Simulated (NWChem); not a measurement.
Species: SiH4SeO; SMILES [SiH3]O[SeH]

```xyz
7

Se     0.0576     1.0839     0.0346
H      0.2283     1.2112    -1.4294
O     -0.7673    -0.5298    -0.0047
Si     0.1871    -1.9165     0.0167
H      1.0402    -1.9884    -1.2089
H     -0.7726    -3.0556     0.0418
H      1.0650    -1.9495     1.2243
```
Atoms are numbered in this order, from 1.

Computed with NWChem. Coordinates come from a PBE0/def2-SVP optimisation. B3LYP is NWChem's, with the RPA form of VWN correlation.

Problem. What does the run give for B3LYP/3-21G? Quantities: highest occupied level (eV); orbital gap (eV); dipole (D).

Solution. 
```json
{
 "highest occupied level (eV)": "-6.20",
 "orbital gap (eV)": "5.04",
 "dipole (D)": "1.57"
}
```
